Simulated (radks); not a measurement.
Values are calculated unless marked as measured or tabulated.
Q: The table gives one normalised radial function P(r) = r R(r) of K2+ in [Ne] 3s1 3p5 4p1 (r in bohr). Code: a radial shooting solver on a logarithmic mesh with Libxc functionals. Model: non-relativistic Kohn-Sham, exchange-only PBE, spin-polarised, spherical densities, point nucleus; open shells are filled with parallel spins first.

r	P
0.01008	0.0027
0.01313	0.0045
0.01709	0.0073
0.02226	0.0117
0.02922	0.0190
0.03804	0.0296
0.04954	0.0451
0.06502	0.0674
0.08467	0.0954
0.1102	0.1279
0.1447	0.1604
0.1884	0.1801
0.2454	0.1728
0.3195	0.1224
0.4194	0.0181
0.5461	-0.1199
0.711	-0.2511
0.9333	-0.3104
1.215	-0.2289
1.582	-0.0023
2.077	0.3035
2.705	0.5387
3.522	0.5984
4.586	0.4536
6.019	0.2277
7.838	0.0722
10.21	0.0124

Which n and l does it have? It may be an empty orbital.

A: n = 4, l = 1: the number of nodes gives n - l - 1 = 2, the rise at small r (about r^(l+1)) gives l, and the extent must fit the shell. The curve is that of 4p up; the table hardly tells the two spins apart. 4p up: eigenvalue -13.366 eV, 2 radial nodes at r = 0.435, 1.59 bohr, <r> = 3.64 bohr, 90 % of the charge inside 5.28 bohr.
